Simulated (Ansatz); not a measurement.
**CH6ClInSi (SMILES [CH3][In]([SiH3])[Cl]): the vertical ionisation energy, rung by rung**

CH6ClInSi has 10 atoms, charge 0, and is taken as a singlet. SMILES: `[CH3][In]([SiH3])[Cl]`. The coordinates come from a PBE0-D4/def2-TZVP relaxation.

| atom | x (Å) | y (Å) | z (Å) |
| --- | --- | --- | --- |
| C | -0.9497 | 1.8137 | -0.7935 |
| In | -0.4347 | -0.2069 | -0.3078 |
| Si | 1.3613 | -1.4333 | 1.0520 |
| Cl | -1.9572 | -1.7142 | -1.3098 |
| H | -0.1114 | 2.3077 | -1.2873 |
| H | -1.1877 | 2.3675 | 0.1163 |
| H | -1.8149 | 1.8093 | -1.4553 |
| H | 1.2011 | -2.9048 | 0.9394 |
| H | 1.2617 | -1.0396 | 2.4844 |
| H | 2.7148 | -1.0505 | 0.5646 |

Each level gives the vertical ionisation energy (to the doublet cation) (eV). The values are calculated.

```tsv
level	kind	program	value (eV)	less CCSD(T)/def2-SVP	CPU time (all runs)
HF/def2-SVP (core potential)	Hartree–Fock	Ansatz	8.82	-0.38	22 s
BLYP/def2-SVP (core potential)	GGA	Ansatz	8.63	-0.57	17 s
PBE/def2-SVP (core potential)	GGA	Ansatz	8.84	-0.36	17 s
r2SCAN/def2-SVP (core potential)	meta-GGA	Ansatz	9.04	-0.16	34 s
B3LYP/def2-SVP (core potential)	global hybrid	Ansatz	9.08	-0.12	21 s
PBE0/def2-SVP (core potential)	global hybrid	Ansatz	9.19	-0.01	34 s
MP2/def2-SVP (core potential)	perturbation theory	Ansatz	9.44	+0.24	20 s
CCSD(T)/def2-SVP (core potential)	coupled cluster or CI	Ansatz	9.20	0.00	7 min
```

CCSD(T)/def2-SVP (core potential) is the highest level here, not the true value. Spin-orbit coupling is left out. The values span 8.63 to 9.44 eV. In the correlated wave-function rows the outer d shell of In is correlated, in sets not made for it. Times are those of the runs behind each value, whatever else they computed, on shared processors of several kinds: orders of magnitude only.
